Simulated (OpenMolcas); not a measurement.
# Os VII: the spin-orbit constant, worked from levels

```
Program             : OpenMolcas
Basis               : ANO-RCC-VQZP [9s8p6d4f3g2h]
Scalar Hamiltonian  : DKH2, point nucleus
Active space        : 2 electrons in 10 orbitals (5d 6d)
State averaging     : 2S+1 = 3 even, 10 roots; 2S+1 = 1 even, 15 roots
Spin-orbit coupling : RASSI with atomic mean-field integrals over the reference wave functions, term energies averaged over their components
```

Methods: CASSCF; SS-CASPT2, IPEA 0.25 Eh, imaginary shift 0.1 Eh (closed shells correlated: 5s 5p).

**The spin-orbit constant.** For the Hund term 3F of d2, E(J) = (A/2) J(J+1) + constant and ζ = 2S·A = 2A. From J = 2 to J = 4 the energy changes by 7 A.

```
   Source  E(4) - E(2)       A     ζ
   CASSCF      17818.9  2545.6  5091
SS-CASPT2      17868.5  2552.6  5105
```

All in cm-1. Both methods take the spin-orbit matrix elements from the reference wave functions, so the second can move ζ only through the term energies and any multistate remixing. Second-order mixing with other terms is absorbed into this ζ.

CASPT2 breaks the degeneracy within a term, and the mean is taken; among the terms shown or strongly mixed into the levels shown the widest spread is 460 cm-1 (5d2 3F, SS-CASPT2). Active for correlation alone: 6d; no level in the range computed is led by a configuration that fills it, so any true level of that kind is missing. Without dynamic correlation excited terms often stand tens of per cent too high (terms of higher spin than the ground term too low), and those without a measured partner can miss by more than the paired ones (holds for CASSCF). Levels of configurations outside the active space are missing.
